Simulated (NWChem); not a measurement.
Everything below was run with NWChem. System: C₂H₅ClInN, charge 0, spin multiplicity 1, at a geometry optimised with PBE0/def2-SVP with def2 effective core potentials on In. The structure started from a generated list of species. Level: MP2/def2-SVP with def2 effective core potentials on In, 12 core orbitals frozen.

Input file:

```
start mol
memory heap 200 mb stack 800 mb global 1000 mb
geometry units angstroms nocenter noautoz
  In    -0.881494    -0.633945     0.000000
  H     -1.219020    -1.200639     1.583653
  H     -1.219020    -1.200639    -1.583653
  Cl    -0.498260     1.761516     0.000000
  C      3.195979     1.070506     0.000000
  C      2.316986    -0.075037     0.000000
  N      1.546189    -0.937477     0.000000
  H      2.544697     1.960247     0.000000
  H      3.827915     1.074040    -0.898901
  H      3.827915     1.074040     0.898901
  symmetry group Cs
end
basis spherical
  * library def2-svp
end
ecp
  In library def2-ecp
end
scf
  rhf
  nopen 0
  maxiter 100
  thresh 1e-7
  semidirect memsize 60000000 filesize 0
end
mp2
  freeze core 12
end
task mp2 energy
```

Part of the output:

```
             Northwest Computational Chemistry Package (NWChem) 7.3.0
             --------------------------------------------------------

                                NWChem Input Module
                                -------------------

 Scaling coordinates for geometry "geometry" by  1.889725989
 (inverse scale =  0.529177249)

 Turning off AUTOSYM since
 SYMMETRY directive was detected!

                             Geometry "geometry" -> ""
                             -------------------------

 Output coordinates in angstroms (scale by  1.889725989 to convert to a.u.)

  No.       Tag          Charge          X              Y              Z
 ---- ---------------- ---------- -------------- -------------- --------------
    1 In                  49.0000    -0.88149400    -0.63394500     0.00000000
    2 H                    1.0000    -1.21902000    -1.20063900     1.58365300
    3 H                    1.0000    -1.21902000    -1.20063900    -1.58365300
    4 Cl                  17.0000    -0.49826000     1.76151600     0.00000000
    5 C                    6.0000     3.19597900     1.07050600     0.00000000
    6 C                    6.0000     2.31698600    -0.07503700     0.00000000
    7 N                    7.0000     1.54618900    -0.93747700     0.00000000
    8 H                    1.0000     2.54469700     1.96024700     0.00000000
    9 H                    1.0000     3.82791500     1.07404000    -0.89890100
   10 H                    1.0000     3.82791500     1.07404000     0.89890100

 Effective nuclear repulsion energy (a.u.)     511.1594092138

            Nuclear Dipole moment (a.u.)
            ----------------------------
        X                 Y               Z
 ---------------- ---------------- ----------------
    -0.0000491329    -0.0000170075     0.0000000000

      Symmetry information
      --------------------

 Group name             Cs
 Group number              2
 Group order               2
 No. of unique centers     8

      Symmetry unique atoms

     1    2    4    5    6    7    8    9


 Summary of "ao basis" -> "" (spherical)
 ------------------------------------------------------------------------------
       Tag                 Description            Shells   Functions and Types
 ---------------- ------------------------------  ------  ---------------------
 *                          def2-svp                  on all atoms

 Summary of "ao basis" -> "ao basis" (spherical)
 ------------------------------------------------------------------------------
       Tag                 Description            Shells   Functions and Types
 ---------------- ------------------------------  ------  ---------------------
 In                         def2-svp                10       26   4s4p2d
 H                          def2-svp                 3        5   2s1p
 Cl                         def2-svp                 8       18   4s3p1d
 C                          def2-svp                 6       14   3s2p1d
 N                          def2-svp                 6       14   3s2p1d

                                 NWChem SCF Module
                                 -----------------

  ao basis        = "ao basis"
  functions       =   111
  atoms           =    10
  closed shells   =    31
  open shells     =     0
  charge          =   0.00
  wavefunction    = RHF
  use symmetry    = T
  symmetry adapt  = T

 Summary of "ao basis" -> "ao basis" (spherical)
 ------------------------------------------------------------------------------
[...]
              MO Center= -2.7D-01, -5.6D-01, -5.6D-14, r^2= 8.4D+00
   Bfn.  Coefficient  Atom+Function         Bfn.  Coefficient  Atom+Function
  ----- ------------  ---------------      ----- ------------  ---------------
    15      1.025607   1 In py               40     -0.553373   4 Cl s
    57     -0.500182   5 C  s                98      0.429131   8 H  s
    75      0.309161   6 C  px               48      0.295233   4 Cl py
     3      0.290122   1 In s                76     -0.162051   6 C  py
     1     -0.160509   1 In s                89     -0.156999   7 N  px

 Vector   34  Occ=0.000000D+00  E= 1.366488D-01  Symmetry=a'
              MO Center=  3.9D-01, -7.3D-01, -3.5D-16, r^2= 9.0D+00
   Bfn.  Coefficient  Atom+Function         Bfn.  Coefficient  Atom+Function
  ----- ------------  ---------------      ----- ------------  ---------------
    15      0.700389   1 In py               28      0.601179   2 H  s
    33      0.601179   3 H  s                 4     -0.596737   1 In s
    14      0.527044   1 In px              103      0.461866   9 H  s
   108      0.461866  10 H  s                98     -0.420671   8 H  s
    57     -0.368754   5 C  s                61     -0.316545   5 C  px

 center of mass
 --------------
 x =  -0.22608961 y =  -0.10487413 z =   0.00000000

 moments of inertia (a.u.)
 ------------------
         699.942366800296        -239.882342509607           0.000000000000
        -239.882342509607        1290.633633416150           0.000000000000
           0.000000000000           0.000000000000        1942.839049897566

  Mulliken analysis of the total density
  --------------------------------------

    Atom       Charge   Shell Charges
 -----------   ------   -------------------------------------------------------
    1 In  21    20.19   2.59 -0.60  0.73  0.20  3.22  2.78  0.93  0.22  9.73  0.39
    2 H    1     1.19   0.67  0.51  0.01
    3 H    1     1.19   0.67  0.51  0.01
    4 Cl  17    17.51   2.00  1.99  1.17  0.80  5.94  2.06  3.54  0.01
    5 C    6     5.96   1.99  0.86  0.12  2.08  0.88  0.04
    6 C    6     6.00   1.99  0.94  0.22  1.91  0.87  0.07
    7 N    7     7.29   1.99  1.03  0.63  2.22  1.38  0.03
    8 H    1     0.87   0.71  0.13  0.03
    9 H    1     0.89   0.73  0.14  0.03
   10 H    1     0.89   0.73  0.14  0.03

       Multipole analysis of the density wrt the origin
       ------------------------------------------------

     L   x y z        total         open         nuclear
     -   - - -        -----         ----         -------
     0   0 0 0     -0.000000      0.000000     62.000000

     1   1 0 0      1.904257      0.000000     46.641850
     1   0 1 0     -0.134090      0.000000     33.543489
     1   0 0 1     -0.000000      0.000000      0.000000

     2   2 0 0    -27.903350      0.000000    605.376263
     2   1 1 0      5.833531      0.000000     79.601290
     2   1 0 1     -0.000000      0.000000      0.000000
     2   0 2 0    -45.853506      0.000000    297.412706
     2   0 1 1      0.000000      0.000000      0.000000
     2   0 0 2    -43.799067      0.000000     23.683154

                   NWChem MP2 Semi-direct Energy/Gradient Module
                   ---------------------------------------------

  Basis functions       =    111
  Molecular orbitals    =    111
  Frozen core           =     12
  Frozen virtuals       =      0
  Active alpha occupied =     19
  Active beta occupied  =     19
  Active alpha virtual  =     80
  Active beta virtual   =     80
  Use MO symmetry       = T
  Use skeleton AO sym   = T

  AO/Fock/Back tols     =   1.0D-09  1.0D-09  1.0D-09

 GA uses MA = F    GA memory limited = T

 Available:
  local mem=  1.15D+08
 global mem=  1.31D+08
 local disk=  0.00D+00
  mp2_memr nvloc                    80
  nvloc new                    80
   1 passes of  19:        3145728                      63894                  29168661.
   1 passes of  19: M    114676663           G      131047358           F     111530935.

 Semi-direct pass number   1 of   1  for RHF alpha+beta  at        6.1s
  vrange nnbf                  5640
  mp2_eaftype                   111  avail_ma_in_mb                   999
 EAF : mp2_eaftype filesize         111   14584331.
  mp2_eaf for mointskh                    111
Node 0 wrote     68.6 Mb in      0.0 s     Agg I/O rate:  1801.0 Mb/s
 Done moints_semi at       16.8s
  mp2_eaftype                   111  avail_ma_in_mb                   888
 EAF : mp2_eaftype filesize         111   14584331.
  mp2_eaf for kh                   111
 Done maket at       17.5s
 Done multipass loop at       17.5s

          -------------------------------------------
          SCF energy                -781.601618015550
          Correlation energy          -0.651813643714
          Singlet pairs               -0.410109196474
          Triplet pairs               -0.241704447239
          Total MP2 energy          -782.253431659264
          -------------------------------------------

          ---------------------------------------------------
                    Spin Component Scaled (SCS) MP2
          Same spin pairs                     -0.161136298160
          Same spin scaling factor             0.333333333333
          Opposite spin pairs                 -0.490677345554
          Opposite spin scaling fact.          1.200000000000
          SCS-MP2 correlation energy          -0.642524914051
          Total SCS-MP2 energy              -782.244142929602
          ---------------------------------------------------

 -----------------------
 Performance information
 -----------------------

 Timer overhead =  1.65D-07 seconds/call

               Nr. of calls         CPU time (s)                 Wall time (s)                GFlops
             ---------------    -------------------     ------------------------------   -------------------
Name         Min   Avg   Max    Min     Avg     Max     Min     Avg     Max   Mx/calls   Min     Max     Sum
mp2: moin     1     1     1    11.     11.     11.      11.     11.     11.     11.      0.0     0.0     0.0
mp2: make     1     1     1   0.62    0.62    0.62     0.62    0.62    0.62    0.62      0.0     0.0     0.0
mp2: tota     1     1     1    11.     11.     11.      11.     11.     11.     11.      0.0     0.0     0.0

 The average no. of pstat calls per process was 3.00D+00
 with a timing overhead of 4.96D-07s

 Task  times  cpu:       17.4s     wall:       17.4s

 Total times  cpu:       17.5s     wall:       17.5s
```
